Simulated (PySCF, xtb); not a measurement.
Be(Cl)(SiH3) (BeClH3Si), SMILES [SiH3][Be][Cl].

GFN2-xTB (xtb) at its own geometry gives an orbital gap of 3.92 eV and a dipole moment of 1.53 D.

Geometry: PBE0-D3(BJ)/def2-TZVP.

Problem. What does PySCF with CAM-B3LYP/def2-TZVPD give? (An estimate is asked for; the answer gives what the named calculation found.)

Solution. gap 9.40 eV (levels -9.64 and -0.24 eV), dipole 0.27 D.
